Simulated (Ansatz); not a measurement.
`CC[SiH](F)I` → `CCI` + `F[SiH]`  (silylene formation by 1,1-elimination)

Calculated with Ansatz (gas phase, PBE0-D4/def2-TZVP geometries, no zero-point term in ΔE). CBS: MP2 limit from def2 TZ/QZ plus the TZ coupled-cluster correction, frozen cores. This one scheme is used for every species. Functionals use def2-TZVPP. B3LYP here is the variant with VWN-RPA as its local correlation; programs differ in this. def2 core potentials past Kr. For I outer-core shells are correlated without core-valence functions, which leaves a few kJ/mol of doubt a bond. Each species was taken in one conformer, which may not be the lowest.

Problem. Is it downhill or uphill in electronic energy at CCSD(T)/CBS, and by how much? (Best estimate.)

Solution. The calculation gave: Uphill: ΔE = +80.2 kcal/mol.

Problem. What do these levels give: PBE-D4, B2PLYP, B3LYP, SCS-MP2/def2-TZVPP, HF/def2-QZVPP, SCS-MP2/def2-QZVPP? (An estimate is asked.)

Solution. The calculation gave: PBE-D4 79.5, B2PLYP 77.5, B3LYP 73.8, SCS-MP2/def2-TZVPP 79.3, HF/def2-QZVPP 77.1, SCS-MP2/def2-QZVPP 80.7 kcal/mol.

Largest T1 diagnostic among the species: 0.015.

The D4 term adds +4.1 kcal/mol with B3LYP and +2.3 kcal/mol with PBE0; it sums over pairs of atoms, weighted by their polarisabilities, and B3LYP, whose exchange is more repulsive, gets the larger term. From PBE to PBE0 (25 % exact exchange), in def2-TZVPP and without D4, ΔE moves by +4.5 kcal/mol.
